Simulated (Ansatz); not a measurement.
Reactions of `CC(O)(F)CF`.

Isolated molecules relaxed with PBE0-D4/def2-TZVP in Ansatz; ΔE leaves out vibrations. CCSD(T)/CBS is the MP2 limit (def2-TZVPP, def2-QZVPP) plus CCSD(T) − MP2 in def2-TZVPP, frozen cores. This one scheme is used for every species. Functionals use def2-TZVPP. Triplets are unrestricted, without spin–orbit coupling. Each species was taken in one conformer, which may not be the lowest.

```json
{"reaction": "`CC(O)(F)CF` + difluoromethane → `CC(F)(CF)C(F)F` + H₂O", "ωB97X-V (eV)": "-0.12", "r2SCAN-D4 (eV)": "-0.11"}
{"reaction": "`CC(O)(F)CF` + H₂ → `OC(F)CF` + CH₄", "ωB97X-V (eV)": "-0.43", "r2SCAN-D4 (eV)": "-0.42"}
{"reaction": "`CC(O)(F)CF` → `[CH2]` (triplet) + `CC(O)(F)F`", "ωB97X-V (eV)": "4.10", "r2SCAN-D4 (eV)": "3.71"}
{"reaction": "`CC(O)(F)CF` + H₂O → `OC(O)(F)CF` + CH₄", "ωB97X-V (eV)": "-0.09", "r2SCAN-D4 (eV)": "-0.11"}
{"reaction": "`CC(O)(F)CF` → `[CH]F` + `CC(O)F`", "ωB97X-V (eV)": "4.08", "r2SCAN-D4 (eV)": "4.24"}
{"reaction": "`CC(O)(F)CF` + H₂ → `CC(O)CF` + H–F", "ωB97X-V (eV)": "-0.42", "r2SCAN-D4 (eV)": "-0.38"}
{"reaction": "`CC(O)(F)CF` + `[NH2][AlH][SiH2]S` → `CS[SiH2][AlH][NH2]` + `OC(F)CF`", "ωB97X-V (eV)": "0.42", "r2SCAN-D4 (eV)": "0.41"}
{"reaction": "`CC(O)(F)CF` → `[CH2]` (triplet) + `OC(F)CF`", "ωB97X-V (eV)": "4.90", "r2SCAN-D4 (eV)": "4.57"}
```

Q: Give the CCSD(T)/CBS values in the same order. (An estimate is asked.)

A: Computed: -0.20, -0.42, 4.01, 0.04, 4.02, -0.59, 0.42, 4.80 eV.

Largest T1 diagnostic: 0.018, for `[CH]F`.
